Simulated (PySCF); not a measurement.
Ga(Cl) cation (ClGa), SMILES [Cl][Ga] (connectivity only; charge and spin as stated), charge +1, multiplicity 2.

The structure is a stationary point at PBE0-D3(BJ)/def2-TZVP. The spin state was assumed, not searched.

Level of theory: PBE0/def2-TZVPD run with PySCF.

### Question
Estimate the frontier levels, dipole moment and polarisability. (Estimate from the structure and the level; the computed values follow.)

### Answer

- α spin, highest occupied and lowest empty level: -15.30 and -8.29 eV
- β spin, highest occupied and lowest empty level: -15.83 and -11.94 eV
- dipole moment about the centre of nuclear charge: 3.13 D
- mean static polarisability: 34.3 bohr³ (5.08 Å³)
- polarisability, principal values: 27.9, 27.9, 47.1 bohr³
- ⟨S²⟩: 0.755 (pure state 0.75)
